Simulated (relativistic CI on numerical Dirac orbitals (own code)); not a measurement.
## One change at a time: Hg⁶⁺

Base calculation: Dirac-Coulomb-Breit CI, separate exchange-only KLI orbitals for each configuration, model QED, unscaled Slater integrals.

Configurations in the expansion (outside the closed core [Kr] 4d10 4f14): 5s²5p⁶5d⁶, 5s²5p⁶5d⁵6s, 5s²5p⁶5d⁵5f, 5s²5p⁶5d⁵6p, 5s²5p⁵5d⁷, 5s²5p⁶5d⁵5g, 5s²5p⁶5d⁵6d, 5s²5p⁶5d⁵7s, 5s²5p⁶5d⁴6s6p, 5s²5p⁶5d⁵7p, 5s²5p⁶5d⁵6f, 5s²5p⁶5d⁵7d, 5s²5p⁶5d⁵8s, 5s²5p⁶5d⁵8p, 5s²5p⁶5d⁴5f6s, 5s5p⁶5d⁷, 5s²5p⁶5d⁵7f, 5s²5p⁵5d⁶6s, 5s5p⁶5d⁶5f, 5s²5p⁶5d⁴6s², 5s²5p⁶5d³5f6s², 5s²5p⁶5d³6s²6p, 5s²5p⁶5d³5g6s², 5s²5p⁶5d³6s²6d. Double excitations out of closed p, d and f shells are left out; levels of such configurations are missing from the list, as are those of other unlisted configurations, and high levels can miss mixing partners.

The lowest level and the first level of each name with at least 55 % of one term (blank where a level has no safe partner in the second run):

| Level | Base (cm⁻¹) | Shift (cm⁻¹) |
| --- | --- | --- |
| 5s²5p⁶5d⁶ ⁵D4 | 0.0 | 0.0 |
| 5s²5p⁶5d⁶ ⁵D3 | 10808.2 | +307.3 |
| 5s²5p⁶5d⁶ ⁵D0 | 14955.7 | +234.2 |
| 5s²5p⁶5d⁶ ⁵D1 | 15090.0 | +326.4 |
| 5s²5p⁶5d⁶ ³H6 | 29085.3 | +314.3 |
| 5s²5p⁶5d⁶ ³F2 | 34736.4 | +334.8 |
| 5s²5p⁶5d⁶ ¹S0 | 41585.5 | +455.5 |
| 5s²5p⁶5d⁶ ³D1 | 43564.4 | +411.3 |
| 5s²5p⁶5d⁶ ³G4 | 44979.1 | +510.6 |
| 5s²5p⁶5d⁶ ³D2 | 45146.5 | +424.8 |
| 5s²5p⁶5d⁶ ³D3 | 48246.3 | +527.2 |
| 5s²5p⁶5d⁶ ³P0 | 52281.3 | +182.1 |
| 5s²5p⁶5d⁶ ¹I6 | 52431.0 | +694.8 |
| 5s²5p⁶5d⁶ ¹F3 | 55722.4 | +333.1 |
| 5s²5p⁶5d⁶ ³P1 | 56590.7 | +837.3 |
| 5s²5p⁶5d⁶ ¹G4 | 61054.5 | +765.2 |
| 5s²5p⁶5d⁶ ³F4 | 74212.9 | +721.2 |
| 5s²5p⁶5d⁶ ³P2 | 84951.1 | +955.0 |
| 5s²5p⁶5d⁵6s ⁷S3 | 136447.4 | -70.1 |
| 5s²5p⁶5d⁵6s ⁵G4 | 174023.7 | -48.4 |
| 5s²5p⁶5d⁵6s ⁵G6 | 175469.0 | +53.0 |
| 5s²5p⁶5d⁵6s ⁵G5 | 176447.6 | +64.4 |

At this charge configurations can still be misplaced by up to about 7 % of their energy. Terms inside the open d or f shell come out 10 to 20 % too wide with unscaled integrals. Levels and lines within the n = 5 or 6 shells can be off by up to 10 % or somewhat more, and those that change n by about 2 %, since core polarisation is missing.

One thing was changed in a second run, which moved the levels as shown. Which?
A. valence Slater integrals scaled by 0.9
B. Breit term removed
C. configuration mixing switched off
D. QED terms removed
E. only the first 3 configurations

B. Breit term removed. The Breit term mainly narrows fine-structure intervals, so removing it widens them.

LS names give the leading component of a level, which can be under half, so a name can repeat, a term be missing and a line seem to break the LS rules.
